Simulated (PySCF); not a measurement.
# Mayer bond orders and bond lengths

C₆H₈P₂.
SMILES with atom numbers: `[CH2:1]=[CH:2][c:3]1[cH:4][cH:5][p:6]([PH2:7])[cH:8]1` (hydrogens: H9, H10 on C1; H11 on C2; H12 on C4; H13 on C5; H14, H15 on P7; H16 on C8)

Cartesian coordinates in Å at the GFN2-xTB level; atoms count from 1:
```xyz
16
C6H8P2 angstrom
C     -2.8827    1.0037    0.2095
C     -1.7641    1.0031   -0.5076
C     -0.6140    0.1492   -0.2865
C     -0.4553   -0.7364    0.8450
C      0.6998   -1.4246    0.8546
P      1.6538   -1.1296   -0.6452
P      3.1648    0.1767    0.2161
C      0.4579    0.1174   -1.1252
H     -3.0355    0.3438    1.0461
H     -3.6976    1.6674   -0.0239
H     -1.6688    1.6809   -1.3474
H     -1.1960   -0.8049    1.6246
H      0.9916   -2.1398    1.6055
H      3.8235    0.3222   -1.0080
H      3.9801   -0.9022    0.5710
H      0.5349    0.6820   -2.0401
```

Bond orders from the PBE0/pcSseg-1 density (PySCF). The structure is a single GFN2-xTB conformer in the gas phase; no vibrational or solvent corrections.

How far do the computed orders between heavy atoms stray from the drawn ones?

The largest departure is 0.503, at C5–P6 (drawn aromatic, 0.997), counting aromatic bonds as 1.5. The bonds drawn aromatic range from 1.00 to 1.72.

Set the Mayer orders of the bonds between heavy atoms beside their lengths.

| bond | drawn as | length (Å) | Mayer order |
| --- | --- | --- | --- |
| C1–C2 | double | 1.329 | 1.927 |
| C2–C3 | single | 1.449 | 1.096 |
| C3–C4 | aromatic | 1.446 | 1.126 |
| C4–C5 | aromatic | 1.345 | 1.720 |
| C5–P6 | aromatic | 1.802 | 0.997 |
| P6–P7 | single | 2.175 | 0.982 |
| P6–C8 | aromatic | 1.793 | 1.005 |
| C8–C3 | aromatic | 1.361 | 1.613 |

Bonds between the same two heavy elements. C–C: lowest C2–C3 (1.096, 1.449 Å), highest C1–C2 (1.927, 1.329 Å). C–P: all 2 within 0.02 of one another (0.997 to 1.005).

And the bonds to hydrogen?

C–H: 0.94 to 0.97 (6 bonds); H–P: 0.93 (2 bonds).

Sum the orders of all bonds at each heavy atom with more than one neighbour and set the sums beside the valence in the SMILES.

C1 3.813 (drawn 4), C2 3.978 (drawn 4), C3 3.835 (drawn 4), C4 3.814 (drawn 4), C5 3.665 (drawn 4), P6 2.984 (drawn 3), P7 2.842 (drawn 3), C8 3.581 (drawn 4). Orders between atoms that aren't bonded are not in these sums.

The Mayer order sums products of elements of PS (density times overlap matrix) between the two atoms' basis functions, so it depends on the basis set.

These values come from a run that also computed NMR shieldings. Time: 58 s wall; peak memory 0.81 GiB. Hardware: Arm Neoverse N1, one thread, shared host with 64 logical CPUs at a one-minute load of 58.
